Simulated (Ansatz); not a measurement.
The first iterations of a band of FGeH$_{3}$ (5 atoms, charge 0, multiplicity 1).

Theory: Ansatz, RKS PBE/def2-SVP.

* movable images: 7
* climbing image: yes
* spring: 5.0 eV/Å²
* optimiser: quadratic models (default)
* start path: through a guess of the saddle point
* force threshold: 0.05 eV/Å
* iteration limit: 60
* end points: relaxed

Image 0:

```xyz
5
Properties=species:S:1:pos:R:3
Ge 0.260 0.000 0.102
F 0.332 0.000 1.862
H 1.724 0.000 -0.406
H -0.500 1.285 -0.314
H -0.500 -1.285 -0.314
```

Image 8:

```xyz
5
Properties=species:S:1:pos:R:3
Ge 0.042 0.000 -0.757
F 1.164 0.000 1.287
H 2.006 0.000 0.864
H -0.948 1.152 -0.232
H -0.948 -1.152 -0.232
```

| iteration | highest image above the first end (eV) | largest band force component (eV/Å) |
| --- | --- | --- |
| 1 | 3.415 | 4.029 |
| 2 | 2.444 | 1.905 |

Does the band converge within its limit, and where does its top end?

It converged. It ended after 6 iterations with the highest image 2.329 eV above the first end. A vibrational analysis at the climbing image gives one clearly imaginary mode, 1066i cm⁻¹: a first-order saddle point. The orbitals stay closed-shell, which can raise the energy where a bond breaks towards radicals; this wasn't checked here.

Run time: 41 s on 1 thread of Arm Neoverse V2 (shared host), peak memory 0.1 GiB.
